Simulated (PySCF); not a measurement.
chloro(difluoro)methane (CHClF2), SMILES FC(F)Cl. Geometry: PBE-D3(BJ)/def2-SVP.

Computed equilibrium geometry at PBE-D3(BJ)/def2-SVP (PySCF confirms it by a frequency run) as a Z-matrix, and its point group:
point group Cs.
```
C
F 1 1.3441
F 1 1.3441 2 108.75
H 1 1.1110 2 110.16 3 120.82
Cl 1 1.7924 4 108.30 3 120.02
```
